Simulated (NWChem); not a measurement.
Molecule: CH$_{6}$BNO$_{2}$; SMILES CNB(O)O

```xyz
11

B      0.0064    -0.5510     0.0000
N      0.6551     0.7078     0.0000
C     -0.0141     1.9819     0.0000
H      1.6650     0.7567     0.0000
H      0.2296     2.5883    -0.8912
H      0.2296     2.5883     0.8912
H     -1.0993     1.8146     0.0000
O     -1.3633    -0.5923     0.0000
H     -1.6728    -1.5023     0.0000
O      0.6832    -1.7512     0.0000
H      1.6386    -1.6614     0.0000
```
Atoms are numbered in this order, from 1.

Computed with NWChem. Structure relaxed at the PBE0/def2-SVP level. Atomic charges in e: unrestrained fits to the electrostatic potential beside Mulliken populations; buried atoms are poorly determined by the fit.

What does the run give for B3LYP/def2-SVP? Quantities: ESP B1; Mulliken B1; ESP N2; Mulliken N2; ESP C3; Mulliken C3; ESP O8; Mulliken O8; ESP O10; Mulliken O10; relative RMS misfit of the potential (%).

The ESP B1 is 0.65, the Mulliken B1 comes out as -0.06 and the ESP N2 is -0.60. The Mulliken N2 is -0.18. The ESP C3 comes out as 0.31 and the Mulliken C3 is 0.11. The ESP O8 is -0.63 and the Mulliken O8 comes out as -0.17. The ESP O10 is -0.68 and the Mulliken O10 is -0.18. The relative RMS misfit of the potential (%) is 25.
